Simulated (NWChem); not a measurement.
System: CH5BClN; SMILES B(Cl)(N)C

```xyz
9

B     -0.0635    -0.4183     0.0013
Cl     0.0691     1.3680     0.0001
C      1.2479    -1.2808     0.0002
H      1.8459    -1.0599    -0.8991
H      1.0592    -2.3648     0.0302
H      1.8817    -1.0153     0.8617
N     -1.3474    -0.9570     0.0000
H     -1.5177    -1.9537     0.0006
H     -2.1829    -0.3867    -0.0021
```
Atoms are numbered in this order, from 1.

Coordinates come from a PBE0/def2-SVP optimisation.

**Question.** List the 4 lowest vertical singlet excitations from CAM-B3LYP/def2-SVPD, TDA (NWChem).

**Answer.** 
| state | energy (eV) | oscillator strength | leading excitation (squared amplitude) |
|---|---|---|---|
| S1 | 7.29 | 0.007 | HOMO → LUMO (0.90) |
| S2 | 7.59 | 0.000 | HOMO−1 → LUMO+1 (0.97) |
| S3 | 7.85 | 0.050 | HOMO−1 → LUMO (0.84) |
| S4 | 8.13 | 0.255 | HOMO → LUMO+1 (0.82) |
